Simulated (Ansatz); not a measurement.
CuF, singlet: energies of several shapes or isomers

Calculated in Ansatz's Gaussian-basis code. Basis def2-SVP, nonrelativistic, 6 orbitals frozen in the corrections; active space CAS(16,9). Restricted Hartree–Fock, then the lowest state-specific CASSCF solution met for each case. Small basis; these aren't basis-limit values. Single-reference values can break down or jump between states where bonds are stretched. Solutions in different active orbitals can move differences by tenths of an eV and at times more than 1 eV. A CASSCF solution shown is a saddle point in the orbitals.

Case A: bond length 2.6175 Å. A bond is stretched, to 1.38 times the sum of the covalent radii.

Case B: bond length 5.2350 Å. A bond is stretched, to 2.77 times the sum of the covalent radii.

Case C: bond length 3.4900 Å. A bond is stretched, to 1.85 times the sum of the covalent radii.

Energy less that of case A, in eV:

```tsv
case	RHF/ROHF	CASSCF
B	+3.599	+1.007
C	+1.957	+0.908
```

**Question.** Give the SC-NEVPT2 energies against case A.

**Answer.** B: +1.792 eV (41.3 kcal/mol); C: +1.591 eV (36.7 kcal/mol).

**Question.** Which case is lowest, and do the methods agree?

**Answer.** A is lowest in SC-NEVPT2. Of the methods shown, RHF/ROHF, CASSCF agree.
